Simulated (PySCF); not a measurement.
C5H11BO, singlet, at a GFN2-xTB geometry, atoms displaced at random by about 0.08 Å a coordinate; DF-HF/STO-3G, gradient (PySCF).

Here is a job for PySCF.
```python
from pyscf import gto, scf

mol = gto.M(
    atom='''
B     0.325698   -0.279166    0.166171
C     0.951597    0.457865    1.358773
H     1.244208    0.031395    2.047102
H     0.218617    1.409429    1.758059
H     1.873675    1.083819    1.063824
C     1.040583   -1.671602   -0.264138
C     2.137849   -2.074318    0.222253
H     0.471654   -2.235148   -0.911694
H     2.712601   -3.030360   -0.081482
H     2.665942   -1.570994    0.830543
O    -1.028379   -0.150046   -0.307951
C    -1.796312    0.846196   -0.244765
C    -1.243504    2.133674   -1.156275
H    -2.785948    0.685040   -0.475654
H    -1.962970    1.323581    0.815858
H    -1.253350    1.914081   -2.096647
H    -2.101233    3.010298   -0.879563
H    -0.430920    2.360345   -0.652825
''',
    basis='sto-3g',
    charge=0,
    spin=0,
    verbose=4,
)

mf = scf.RHF(mol)
mf = mf.density_fit(auxbasis='def2-universal-jkfit')
mf.kernel()
g = mf.nuc_grad_method()
grad = g.kernel()
```

It wrote (shortened):

```
PySCF version 2.14.0

[INPUT] verbose = 4
[INPUT] num. atoms = 18
[INPUT] num. electrons = 54
[INPUT] charge = 0
[INPUT] spin (= nelec alpha-beta = 2S) = 0
[INPUT] symmetry False subgroup None
[INPUT] Mole.unit = angstrom
[INPUT] Symbol           X                Y                Z      unit          X                Y                Z       unit  Magmom
[INPUT]  1 B      0.325698000000  -0.279166000000   0.166171000000 AA    0.615480019319  -0.527547283290   0.314017679845 Bohr   0.0
[INPUT]  2 C      0.951597000000   0.457865000000   1.358773000000 AA    1.798257710958   0.865239452024   2.567708835454 Bohr   0.0
[INPUT]  3 H      1.244208000000   0.031395000000   2.047102000000 AA    2.351212361993   0.059327951681   3.868462129049 Bohr   0.0
[INPUT]  4 H      0.218617000000   1.409429000000   1.758059000000 AA    0.413126256174   2.663434802020   3.322250020827 Bohr   0.0
[INPUT]  5 H      1.873675000000   1.083819000000   1.063824000000 AA    3.540732596444   2.048121078600   2.010336004739 Bohr   0.0
[INPUT]  6 C      1.040583000000  -1.671602000000  -0.264138000000 AA    1.966416879878  -3.158869969275  -0.499148479090 Bohr   0.0
[INPUT]  7 C      2.137849000000  -2.074318000000   0.222253000000 AA    4.039949105675  -3.919892915256   0.419997300363 Bohr   0.0
[INPUT]  8 H      0.471654000000  -2.235148000000  -0.911694000000 AA    0.891296885556  -4.223817567869  -1.722851969409 Bohr   0.0
[INPUT]  9 H      2.712601000000  -3.030360000000  -0.081482000000 AA    5.126072975221  -5.726550458837  -0.153978664082 Bohr   0.0
[INPUT] 10 H      2.665942000000  -1.570994000000   0.830543000000 AA    5.037900243975  -2.968748403335   1.569498804675 Bohr   0.0
[INPUT] 11 O     -1.028379000000  -0.150046000000  -0.307951000000 AA   -1.943354662254  -0.283545846086  -0.581943049786 Bohr   0.0
[INPUT] 12 C     -1.796312000000   0.846196000000  -0.244765000000 AA   -3.394537714270   1.599078687702  -0.462538814879 Bohr   0.0
[INPUT] 13 C     -1.243504000000   2.133674000000  -1.156275000000 AA   -2.349881994801   4.032059499105  -2.185043074681 Bohr   0.0
[INPUT] 14 H     -2.785948000000   0.685040000000  -0.475654000000 AA   -5.264678717280   1.294537984372  -0.898855790054 Bohr   0.0
[INPUT] 15 H     -1.962970000000   1.323581000000   0.815858000000 AA   -3.709475690737   2.501205593678   1.541748176535 Bohr   0.0
[INPUT] 16 H     -1.253350000000   1.914081000000  -2.096647000000 AA   -2.368488238224   3.617088870234  -3.962088609891 Bohr   0.0
[INPUT] 17 H     -2.101233000000   3.010298000000  -0.879563000000 AA   -3.970754893898   5.688638773326  -1.662133179301 Bohr   0.0
[INPUT] 18 H     -0.430920000000   2.360345000000  -0.652825000000 AA   -0.814320781598   4.460405609487  -1.233660457269 Bohr   0.0

nuclear repulsion = 284.842165965831
number of shells = 32
number of NR pGTOs = 138
number of NR cGTOs = 46
basis = sto-3g
ecp = {}

******** <class 'pyscf.df.df_jk.DFRHF'> ********
method = DFRHF
initial guess = minao
damping factor = 0
level_shift factor = 0
DIIS = <class 'pyscf.scf.diis.CDIIS'>
diis_start_cycle = 1
diis_space = 8
diis_damp = 0
SCF conv_tol = 1e-09
SCF conv_tol_grad = None
SCF max_cycles = 50
direct_scf = False
Set gradient conv threshold to 3.16228e-05
Initial guess from minao.
******** <class 'pyscf.df.df.DF'> ********
auxbasis = def2-universal-jkfit
init E= -293.254766387559
  HOMO = -0.256581708682177  LUMO = 0.0785719401742521  gap/eV = 9.12000
cycle= 1 E= -291.36065353883  delta_E= 1.89  |g|= 0.458  |ddm|= 5.07
  HOMO = -0.259737548732809  LUMO = 0.227810158422777  gap/eV = 13.26685
cycle= 2 E= -291.432695231124  delta_E= -0.072  |g|= 0.15  |ddm|= 0.778
  HOMO = -0.319127534537027  LUMO = 0.229147489923263  gap/eV = 14.91932
cycle= 3 E= -291.439700993534  delta_E= -0.00701  |g|= 0.0374  |ddm|= 0.223
  HOMO = -0.315934781794403  LUMO = 0.229264642675064  gap/eV = 14.83563
cycle= 4 E= -291.44032989984  delta_E= -0.000629  |g|= 0.00544  |ddm|= 0.0737
  HOMO = -0.316312008480172  LUMO = 0.230120110275148  gap/eV = 14.86918
cycle= 5 E= -291.44034276861  delta_E= -1.29e-05  |g|= 0.00146  |ddm|= 0.00916
  HOMO = -0.316356255075843  LUMO = 0.230334429182276  gap/eV = 14.87621
cycle= 6 E= -291.440344568839  delta_E= -1.8e-06  |g|= 0.000551  |ddm|= 0.00365
  HOMO = -0.316412690951334  LUMO = 0.2302750260857  gap/eV = 14.87613
cycle= 7 E= -291.440344731105  delta_E= -1.62e-07  |g|= 0.000139  |ddm|= 0.00113
  HOMO = -0.31644280465851  LUMO = 0.2302747948605  gap/eV = 14.87694
cycle= 8 E= -291.440344748703  delta_E= -1.76e-08  |g|= 4.2e-05  |ddm|= 0.000378
  HOMO = -0.316439593770242  LUMO = 0.230280020527364  gap/eV = 14.87700
cycle= 9 E= -291.440344750204  delta_E= -1.5e-09  |g|= 9.55e-06  |ddm|= 0.000122
  HOMO = -0.316439880980134  LUMO = 0.230277885678503  gap/eV = 14.87695
cycle= 10 E= -291.440344750295  delta_E= -9.16e-11  |g|= 2.8e-06  |ddm|= 2.84e-05
  HOMO = -0.31643995838016  LUMO = 0.230278218304042  gap/eV = 14.87696
Extra cycle  E= -291.440344750302  delta_E= -6.03e-12  |g|= 1.24e-06  |ddm|= 5.72e-06
converged SCF energy = -291.440344750302

******** <class 'pyscf.df.grad.rhf.Gradients'> for <class 'pyscf.df.df_jk.DFRHF'> ********
unit = Eh/Bohr
--------------- DFRHF gradients ---------------
         x                y                z
0 B     0.0697192174     0.0621294179     0.0155188042
1 C     0.1249491507    -0.3592498519     0.2555374083
2 H    -0.1082591920     0.2015158081    -0.2921559746
3 H    -0.0563306204     0.0881082717     0.0272843872
4 H     0.0378199756     0.0317299889     0.0010228824
5 C     0.0693302711    -0.0831946929    -0.0017407957
6 C    -0.0231627450     0.1584853365     0.0966441283
7 H     0.0217610929     0.0359972522     0.0394768201
8 H     0.0394342327    -0.0393771100    -0.0124942920
9 H    -0.0902645927    -0.0970464412    -0.1125540352
10 O    -0.1974718656     0.1772070994    -0.0017820964
11 C     0.0530514667    -0.2604797083    -0.0560720955
12 C     0.2228228009    -0.0237613809    -0.1780244897
13 H     0.0623833083     0.0298442773     0.0356132382
14 H    -0.0225066653     0.0220158705     0.0393514594
15 H    -0.0146700981     0.0261812619     0.1422921122
16 H    -0.0765891231     0.0676720122     0.0343839800
17 H    -0.1120166140    -0.0377774114    -0.0323014411
----------------------------------------------
```
